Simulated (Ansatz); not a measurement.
Job for Ansatz (a program for electronic structure): R-B3LYP/def2-TZVPPD on C3H8O (a complex), monomers drawn apart or pushed together. Files ending in .json are basis or fitting sets from the Basis Set Exchange.

Ansatz 0.2 input:
```yaml
crystal:
  periodic: [false, false, false]
  atoms:
    - {symbol: H, position_ang: [-0.34819692, -0.23171982, -0.37029810]}
    - {symbol: H, position_ang: [-0.25523136, -0.43205205, 0.34241316]}
    - {symbol: C, position_ang: [0.80483053, -0.04596755, 7.16769682]}
    - {symbol: C, position_ang: [0.61523085, 0.25310690, 5.69739799]}
    - {symbol: C, position_ang: [0.67726238, 1.70886707, 5.29302446]}
    - {symbol: O, position_ang: [0.42385835, -0.62671448, 4.88985819]}
    - {symbol: H, position_ang: [1.79623694, 0.28329177, 7.48970346]}
    - {symbol: H, position_ang: [0.07746422, 0.50894192, 7.76533576]}
    - {symbol: H, position_ang: [0.69688382, -1.11252689, 7.34939535]}
    - {symbol: H, position_ang: [0.57918766, 1.80498219, 4.21463602]}
    - {symbol: H, position_ang: [-0.12486588, 2.26515560, 5.78517050]}
    - {symbol: H, position_ang: [1.61905063, 2.15480201, 5.62207289]}
basis:
  gaussian:
    orbitals: def2-TZVPPD.json
hamiltonian:
  xc: {name: B3LYP}
scf: {lower_state_search: off}
```

It printed:

```
WARN ansatz: RAYON_NUM_THREADS=2 ignored (pool sized by the plan → 2); use --threads N
Functional definition: B3LYP
these checks for a lower state are left out or cut short: stability, starts, cluster_reference, orbital_swaps, neighbouring_geometries, increment
integrals: 0.16 GiB planned
1178 factors; their error is unknown
mean field: 1.77 GiB planned
mean field evaluation 1: about -5280.5378 eV, gradient 7.0e1 eV
mean field evaluation 2: about -5272.9392 eV, gradient 9.1e1 eV
mean field evaluation 4: about -5290.4577 eV, gradient 4.9e0 eV
mean field evaluation 8: about -5290.5066 eV, gradient 4.1e-2 eV
mean field evaluation 16: about -5290.4869 eV, gradient 2.7e-5 eV
mean field -5290.48687414 eV, -194.4218066037 hartree, gradient 2.3e-6 eV, S^2 0.000000; 0 other end points of the search recorded, 0 dependent functions left out
reference -5290.48722227 eV, -194.4218193975 hartree; 17, 17 occupied and 270, 270 virtual orbitals, 1178 factors
Total energy: -5290.48722227 eV, -194.4218193975 hartree
Checks for a lower state left out: stability, starts, cluster_reference, orbital_swaps, neighbouring_geometries, increment
```

Self-consistency was reached.

Cost: roughly 5 core-seconds.
